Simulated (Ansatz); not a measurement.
Reactions of CH$_{6}$SSi$_{2}$ (`[SiH3][SiH]1CS1`).

Program: Ansatz. Geometries: PBE0-D4/def2-TZVP. ΔE: electronic, gas phase. CCSD(T)/CBS adds triple-zeta CCSD(T) − MP2 to the extrapolated MP2 energy (def2 sets, frozen cores). This one scheme is used for every species. Functionals use def2-TZVPP. B3LYP here is the variant with VWN-RPA as its local correlation; programs differ in this. For Mg outer-core shells are correlated without core-valence functions, which leaves a few kJ/mol of doubt a bond. One conformer a species, not always the lowest.

```
                                                                                         reaction  B3LYP-D4 (kJ/mol)  HF/CBS(def2) (kJ/mol)
                                     `[SiH3][SiH]1CS1` + `CC(N)S` → `NC(S)C[SiH3]` + `C1[SiH2]S1`                 16                     12
`[SiH3][SiH]1CS1` + `[OH][Mg][N]([SiH3])[SiH3]` → `[SiH3][O][Mg][N]([SiH3])[SiH3]` + `C1[SiH2]S1`               -110                   -146
                           `[SiH3][SiH]1CS1` + `O[BH][AlH2]` → `[AlH2][BH]O[SiH3]` + `C1[SiH2]S1`                -71                   -102
                             `[SiH3][SiH]1CS1` + `BN[SiH2]F` → `BN([SiH3])[SiH2]F` + `C1[SiH2]S1`                -26                    -44
                                       `[SiH3][SiH]1CS1` + `B1CN1` → `[SiH3]N1BC1` + `C1[SiH2]S1`                -61                    -87
               `[SiH3][SiH]1CS1` + `O[SiH2][NH][AlH2]` → `[AlH2][NH][SiH2]O[SiH3]` + `C1[SiH2]S1`                -97                   -129
```

**Question.** Give the CCSD(T)/CBS values in the same order. (Estimate.)

**Answer.** Computed: 13, -116, -72, -31, -62, -96 kJ/mol.

Largest T1 diagnostic: 0.014, for `O[BH][AlH2]`.
